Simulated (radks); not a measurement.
The numbers below are computed, except where a source is named.
Question: All-electron atom: Pt2+ in [Xe] 4f14 5d8 (the NIST ground configuration). Level of theory: scalar-relativistic Kohn-Sham, PBE, spin-unpolarised, spherical densities, finite nucleus; Fermi nuclear charge, rms radius 5.427 fm (a radial shooting solver on a logarithmic mesh with Libxc functionals). Some entries of the table are withheld. Estimate them.

| orbital | occ. | eigenvalue (eV) | r(max) (bohr) | <r^2> (bohr^2) |
|---|---|---|---|---|
| 1s | 2 | -78417.71 | 0.01062 | 0.0004062 |
| 2s | 2 | -13794.23 | 0.06123 | 0.006203 |
| 2p | 6 | -11961.33 | 0.05059 | 0.005202 |
| 3s | 2 | -3256.312 | 0.1726 | 0.04004 |
| 3p | 6 | -2722.241 | 0.1717 | 0.04106 |
| 3d | 10 | -2142.054 | 0.1398 | 0.03401 |
| 4s | 2 | -716.1995 | 0.3899 | 0.1945 |
| 4p | 6 | -540.9813 | 0.4100 | 0.2219 |
| 4d | 10 | -327.8730 | 0.4181 | (1) |
| 5s | 2 | -122.6974 | 0.8690 | 1.016 |
| 4f | 14 | (2) | 0.3850 | 0.3244 |
| 5p | 6 | -76.8469 | 0.9773 | 1.368 |
| 5d | 8 | -25.8786 | 1.245 | 2.838 |

Answer: 
(1) 4d <r^2> (bohr^2): 0.2534
(2) 4f eigenvalue (eV): -91.1043
